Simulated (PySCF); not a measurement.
Spectrum to structure. Method used: TDDFT wB97X-D/def2-SVPD, vertical, gas phase, core orbitals frozen in the response (PySCF). Geometries: PBE0-D3(BJ)/def2-SVP, one conformer each.

| state | E (eV) | f |
| --- | --- | --- |
| S1 | 5.62 | 0.636 |
| S2 | 6.63 | 0.0001 |
| S3 | 7.18 | 0.0029 |
| S4 | 7.21 | 0.0021 |
| S5 | 7.29 | 0.0020 |
| S6 | 7.56 | 0.018 |
| S7 | 7.57 | 0.032 |
| S8 | 8.04 | 0.0086 |
| S9 | 8.11 | 0.0031 |
| S10 | 8.22 | 0.0022 |

Orbital energies (eV): HOMO-3 -12.16, HOMO-2 -11.43, HOMO-1 -10.84, HOMO -8.45, LUMO 0.75, LUMO+1 2.23, LUMO+2 2.76.

Problem. Which candidate is it? All have the formula C6H9F.
A. `C[C@@H]1CC=C[C@@H]1F`
B. `F[C@H]1CC12CCC2`
C. `C=C(C)/C=C\CF`
D. `F[C@H]1[C@@H](C)C21CC2`

Solution. C. Its S1, at 5.62 eV, is the lowest among the candidates; the nearest of the others has S1 at 6.94 eV. S1 is HOMO→LUMO (98%). Löwdin shares by element: HOMO carbon 81% or more (atoms not listed hold the other 19%); LUMO carbon 78% or more (atoms not listed hold the other 22%). At the same level the other candidates give, for their lowest levels:
- `C[C@@H]1[C@H](F)C12CC2`: 7.68 eV (f 0.001); 8.00 eV (f 0.011); 8.34 eV (f 0.006); 8.47 eV (f 0.004); 8.66 eV (f 0.018); T1 7.45 eV; HOMO -9.54, LUMO 2.34 eV
- `F[C@H]1CC12CCC2`: 7.80 eV (f 0.009); 8.12 eV (f 0.015); 8.27 eV (f 0.009); 8.33 eV (f 0.003); 8.45 eV (f 0.003); T1 7.58 eV; HOMO -9.52, LUMO 2.46 eV
- `C[C@@H]1CC=C[C@@H]1F`: 6.94 eV (f 0.205); 7.43 eV (f 0.017); 7.85 eV (f 0.003); 8.21 eV (f 0.048); 8.40 eV (f 0.001); T1 4.37 eV; HOMO -9.25, LUMO 1.82 eV

The values belong to the conformer `[CH2:1]=[C:2]([CH3:3])/[CH:4]=[CH:5]\[CH2:6][F:7]`: C1–C2–C4–C5 180°, C4–C5–C6–F7 169°.
Triplets come from the Tamm–Dancoff approximation.
